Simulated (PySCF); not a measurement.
## A survey of ¹⁵N NMR shifts

Theory: geometry from GFN2-xTB, NMR shieldings at PBE0/pcSseg-1/GIAO, in PySCF (non-relativistic Hamiltonian, a single conformation, rapidly exchanging positions averaged, in vacuum).

Shieldings were converted by a linear fit to measured shifts: ¹⁵N: δ = -148.07 − 0.921σ (rms 6.3 ppm, 71 shifts vs CH3NO2, solution or neat liquid). A few per cent of atoms miss by over 2 rms, more outside the fitted compound classes.

Question: Give the ¹⁵N shifts of `CCc1ncnnc1O[SiH3]`, `CCCN(NC)C(C)C`, `c1cnsc1`, `CCCCN(C)NCC`.

Answer: 
```csv
compound,environment,δ (ppm)
[CH3:1][CH2:2][c:3]1[n:4][cH:5][n:6][n:7][c:8]1[O:9][SiH3:10],N6: pyridine-type ring nitrogen,-11.6
[CH3:1][CH2:2][c:3]1[n:4][cH:5][n:6][n:7][c:8]1[O:9][SiH3:10],N7: pyridine-type ring nitrogen,-18.3
[CH3:1][CH2:2][c:3]1[n:4][cH:5][n:6][n:7][c:8]1[O:9][SiH3:10],N4: pyridine-type ring nitrogen,-79.7
[CH3:1][CH2:2][CH2:3][N:4]([NH:5][CH3:6])[CH:7]([CH3:8])[CH3:9],N4: nitrogen bonded to O or N,-285.8
[CH3:1][CH2:2][CH2:3][N:4]([NH:5][CH3:6])[CH:7]([CH3:8])[CH3:9],N5: nitrogen bonded to O or N,-306.2
c1cnsc1,pyridine-type nitrogen of an azole,-75.8
[CH3:1][CH2:2][CH2:3][CH2:4][N:5]([CH3:6])[NH:7][CH2:8][CH3:9],N7: nitrogen bonded to O or N,-274.3
[CH3:1][CH2:2][CH2:3][CH2:4][N:5]([CH3:6])[NH:7][CH2:8][CH3:9],N5: nitrogen bonded to O or N,-313.5
```
